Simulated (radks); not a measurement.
Numerical settings for the iodine ion I+, [Kr] 4d10 5s2 5p4. All-electron calculation, scalar-relativistic Kohn-Sham, PBEsol, spin-unpolarised, spherical densities, point nucleus. Program: a radial shooting solver on a logarithmic mesh with Libxc functionals. The defaults (mesh step 0.008 in ln r, mesh end at 40 bohr or more with all orbitals vanishing there, Anderson mixing 0.5 over 9 steps, residual threshold near 1e-9 with the energy settled to 1e-9 hartree or 1e-11 of itself, here a cap of 56 iterations) give E = -7113.0165 hartree and 5p at -15.377 eV in 13 iterations. Run on one thread of a shared host, so times are rough (Intel(R) Xeon(R) Platinum 8559C): 0.14 s of CPU time, 0.14 s wall, 13 iterations on 2602 mesh points. Changes against that run (0 stands for a change within the tolerance of the run):

setting,iterations,converged,E (mhartree),e(5p) (meV),CPU (s)
mesh step in ln r 0.012,13,yes,0,0,0.08
mesh step in ln r 0.003,13,yes,0,0,0.31
mesh step in ln r 0.02,13,yes,+0.000309,0,0.05
mesh end (bohr) 1,13,level above zero,+2.86e+05,+1e+06,0.1
mesh end (bohr) 12,13,yes,0,+0.0092,0.11
residual threshold 1e-05,10,yes,0,-0.0716,0.09
residual threshold 1e-16,56,no,0,0,0.23
mixing 2.5,15,yes,0,0,0.12
"linear mixing, mixing 0.5",30,yes,0,0,0.2
"linear mixing, mixing 0.05",56,no,+3.18,-320,0.48
mixing history 20,19,yes,0,0,0.17
iteration cap 2,2,no,+244,-7.83e+03,0.03

Settled on a wrong energy, with an occupied level pushed above zero by the early mesh end: mesh end (bohr) 1 (+286 hartree). Apart from these: no run marked as converged misses the energy by more than 1 mhartree. A mesh that ends early acts as a hard wall.
